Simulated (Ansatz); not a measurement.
Program: Ansatz. Geometries: PBE0-D4/def2-TZVP. ΔE: electronic, gas phase. CBS: MP2 limit from def2 TZ/QZ plus the TZ coupled-cluster correction, frozen cores. This one scheme is used for every species. Functionals use def2-TZVPP. One conformer a species, not always the lowest.

Reaction (formal exchange of groups at the Si–B bond): `B[SiH2]BO` + BH₃ → `B[SiH2]B` + `BO`

```json
{"level": "BLYP-D4", "ΔE (kJ/mol)": "-6.9", "difference from CCSD(T)/CBS": "0.8"}
{"level": "PBE0-D4", "ΔE (kJ/mol)": "-7.6", "difference from CCSD(T)/CBS": "0.1"}
{"level": "PBE0", "ΔE (kJ/mol)": "-8.6", "difference from CCSD(T)/CBS": "-0.9"}
{"level": "LC-ωPBE", "ΔE (kJ/mol)": "-7.6", "difference from CCSD(T)/CBS": "0.1"}
{"level": "HF/def2-TZVPP", "ΔE (kJ/mol)": "-8.9", "difference from CCSD(T)/CBS": "-1.2"}
{"level": "MP2/def2-TZVPP", "ΔE (kJ/mol)": "-6.3", "difference from CCSD(T)/CBS": "1.4"}
{"level": "CCSD/def2-TZVPP", "ΔE (kJ/mol)": "-8.1", "difference from CCSD(T)/CBS": "-0.4"}
{"level": "MP2/def2-QZVPP", "ΔE (kJ/mol)": "-6.6", "difference from CCSD(T)/CBS": "1.1"}
{"level": "SCS-MP2/def2-QZVPP", "ΔE (kJ/mol)": "-6.7", "difference from CCSD(T)/CBS": "1.0"}
{"level": "MP2/CBS(def2)", "ΔE (kJ/mol)": "-6.7", "difference from CCSD(T)/CBS": "1.0"}
{"level": "CCSD(T)/CBS", "ΔE (kJ/mol)": "-7.7", "difference from CCSD(T)/CBS": "0"}
```

Largest T1 diagnostic among the species: 0.016.

Leaving LDA and LC-ωPBE aside and taking each functional with its dispersion term where it has one, the values, not all of them listed here, spread over 2.5 kJ/mol, from B97M-V to ωB97X-V.
